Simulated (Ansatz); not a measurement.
CH6Si2, SMILES `C=[SiH][SiH3]` (charge 0, multiplicity 1).

Cartesian coordinates (Å):
SMILES: C=[SiH][SiH3]
```xyz
9

C      1.2177    -1.4408    -0.4068
Si     0.8563     0.1229     0.1747
Si    -1.3162     0.9401     0.1890
H      2.2232    -1.8465    -0.4238
H      0.4435    -2.0978    -0.7871
H      1.9463     0.9903     0.6869
H     -1.7481     1.2633     1.5748
H     -1.4193     2.1766    -0.6306
H     -2.2034    -0.1081    -0.3772
```
Charge 0, multiplicity 1.

Frozen-core energies in 6-31g from Ansatz (a program for electronic structure) at a geometry from PBE0-D3(BJ)/def2-TZVP; the HF reference has <S^2> = 0.00 (restricted, and unstable towards unrestricted orbitals) and the T1 diagnostic is 0.011.

```
level  energy (Ha)
-----  -----------
HF      -619.02797
MP2     -619.23530
CCSD    -619.27921
```

Q: Estimate the energies of CCSD(T), CCSDT, CCSDT(Q) and CCSDTQ, and give each level's difference from CCSDTQ.

A: 
```csv
level,energy (Ha),difference from CCSDTQ (mHa)
MP2,-619.23530,51.79
CCSD,-619.27921,7.88
CCSD(T),-619.28581,1.27
CCSDT,-619.28658,0.50
CCSDT(Q),-619.28712,-0.04
CCSDTQ,-619.28708,0.00
```
